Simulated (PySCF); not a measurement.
C₂H₆BO₂, multiplicity 2. Atoms are numbered in the order given.

```xyz
11

C      1.9487     0.5310     0.3502
O      1.3198    -0.6478    -0.1390
B     -0.0115    -0.7485    -0.2867
O     -0.8713     0.2504     0.0229
C     -2.2744     0.1428    -0.1181
H      1.2145     1.2229     0.7902
H      2.6887     0.2438     1.1122
H      2.4723     1.0363    -0.4768
H     -2.7515     0.2967     0.8627
H     -2.6314     0.9236    -0.8081
H     -2.5679    -0.8442    -0.5096
```
Charge 0, spin multiplicity 2.

The structure is a stationary point at ωB97X-D3(BJ)/def2-SVP. The isomer is the one that the SMILES or the coordinates give; other isomers of the formula were not compared. Other conformers were not sampled.

Calculation: PBE/def2-TZVP run with PySCF.

ESP charges are fitted to the potential on shells at 1.4 to 2.0 van der Waals radii. Atomic charges (e):

```json
[
 {"atom": "C1", "Löwdin": "-0.31", "ESP fit": "[?]", "meta-Löwdin": "-0.15", "Mulliken spin": "0.06"},
 {"atom": "O2", "Löwdin": "0.35", "ESP fit": "[?]", "meta-Löwdin": "-0.33", "Mulliken spin": "0.00"},
 {"atom": "B3", "Löwdin": "-0.74", "ESP fit": "[?]", "meta-Löwdin": "0.23", "Mulliken spin": "0.93"},
 {"atom": "O4", "Löwdin": "0.35", "ESP fit": "[?]", "meta-Löwdin": "-0.34", "Mulliken spin": "0.03"},
 {"atom": "C5", "Löwdin": "-0.32", "ESP fit": "[?]", "meta-Löwdin": "-0.13", "Mulliken spin": "-0.03"},
 {"atom": "H6", "Löwdin": "0.12", "ESP fit": "[?]", "meta-Löwdin": "0.12", "Mulliken spin": "0.00"},
 {"atom": "H7", "Löwdin": "0.11", "ESP fit": "[?]", "meta-Löwdin": "0.13", "Mulliken spin": "0.00"},
 {"atom": "H8", "Löwdin": "0.11", "ESP fit": "[?]", "meta-Löwdin": "0.12", "Mulliken spin": "0.00"},
 {"atom": "H9", "Löwdin": "0.11", "ESP fit": "[?]", "meta-Löwdin": "0.12", "Mulliken spin": "0.00"},
 {"atom": "H10", "Löwdin": "0.11", "ESP fit": "[?]", "meta-Löwdin": "0.12", "Mulliken spin": "0.00"},
 {"atom": "H11", "Löwdin": "0.11", "ESP fit": "[?]", "meta-Löwdin": "0.11", "Mulliken spin": "0.02"}
]
```

### Question
Complete the blanks. (The exact figures need the calculation; the answer reports its results.)

### Answer

- C1, ESP fit: 0.11
- O2, ESP fit: -0.24
- B3, ESP fit: -0.03
- O4, ESP fit: 0.01
- C5, ESP fit: -0.34
- H6, ESP fit: 0.00
- H7, ESP fit: 0.05
- H8, ESP fit: 0.05
- H9, ESP fit: 0.14
- H10, ESP fit: 0.14
- H11, ESP fit: 0.12

### Question
Give the Mayer and Wiberg (Löwdin basis) orders of the bonds. (An estimate is asked for; the answer gives what the named calculation found.)

### Answer

```tsv
bond	Mayer	Wiberg
C1–O2	0.91	1.38
O2–B3	1.39	2.02
B3–O4	1.30	1.96
O4–C5	0.94	1.41
C1–H6	0.96	0.92
C1–H7	0.97	0.94
C1–H8	0.97	0.94
C5–H9	0.97	0.94
C5–H10	0.97	0.94
C5–H11	0.96	0.92
```
